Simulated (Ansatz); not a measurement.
Consider the formal exchange of groups at a Ga–Ga bond: `[GaH2][GaH][GeH3]` + `C=[CH][SnH3]` → `C=[C]([GaH2])[SnH3]` + `[GaH2][GeH3]`.

Isolated molecules relaxed with PBE0-D4/def2-TZVP in Ansatz; ΔE leaves out vibrations. CBS: MP2 limit from def2 TZ/QZ plus the TZ coupled-cluster correction, frozen cores. Functionals use def2-TZVPP. Elements past krypton have def2 core potentials. For Ga, Ge, Sn outer-core shells are correlated without core-valence functions, which leaves a few kJ/mol of doubt a bond. Scalar relativity is left out up to krypton.

`[GaH2][GaH][GeH3]`:

Cartesian coordinates in Å:
```
Ga -1.019 -2.184 -0.349
Ga 0.760 -0.490 -0.304
Ge 0.374 1.834 0.401
H -1.925 -2.405 -1.621
H -1.349 -3.078 0.909
H 2.248 -0.811 -0.725
H 1.246 2.187 1.624
H -1.089 2.126 0.787
H 0.754 2.821 -0.722
```

`C=[CH][SnH3]`:

Z-matrix (Å, degrees):
```
Sn
C 1 2.124
H 1 1.708 2 110.6
H 1 1.708 2 107.5 3 -120.0
H 1 1.709 2 110.6 3 120.0
C 2 1.327 1 122.6 3 120.3
H 2 1.088 1 118.6 3 -59.7
H 6 1.088 2 121.9 1 180.0
H 6 1.087 2 122.3 1 -0.0
```

`C=[C]([GaH2])[SnH3]`:

```xyz
11

C     1.157    0.351   -1.098
C     0.324   -0.054   -0.132
Ga    0.974   -1.436    1.093
Sn   -1.614    0.829   -0.006
H     2.160   -0.067   -1.208
H     0.901    1.116   -1.833
H     0.077   -1.963    2.269
H     2.427   -1.982    0.842
H    -1.766    1.984   -1.260
H    -2.821   -0.369   -0.175
H    -1.820    1.590    1.510
```

`[GaH2][GeH3]`:

Cartesian coordinates in Å:
```
Ga -0.536 -1.305 -0.074
Ge 0.365 0.964 0.053
H -0.543 -2.079 -1.442
H -1.089 -2.021 1.211
H -0.219 1.778 1.223
H 1.892 0.899 0.269
H 0.131 1.766 -1.240
```

```tsv
level	ΔE (kJ/mol)
CAM-B3LYP-D4	41.4
B2PLYP	42.8
CCSD(T)/def2-SVP	35.0
MP2/CBS(def2)	31.7
```

(1) What does CCSD(T)/CBS give? (Best estimate.)

Largest T1 diagnostic among the species: 0.013.

Answers

(1) Computed: +39.4 kJ/mol. The listed levels differ from it by 2.0, 3.4, -4.4, -7.7 kJ/mol.

From BLYP to BHLYP (50 % exact exchange), in def2-TZVPP and without D4, ΔE moves by −6.2 kJ/mol. Leaving LDA and LC-ωPBE aside and taking each functional with its dispersion term where it has one, the values, not all of them listed here, spread over 13.6 kJ/mol, from B97M-V to PBE-D4. LDA lies −6.9 kJ/mol from PBE without D4.

CCSD(T)/CBS has its own doubt, a few kJ/mol and more with outer-core shells, so smaller differences from it don't rank the levels.
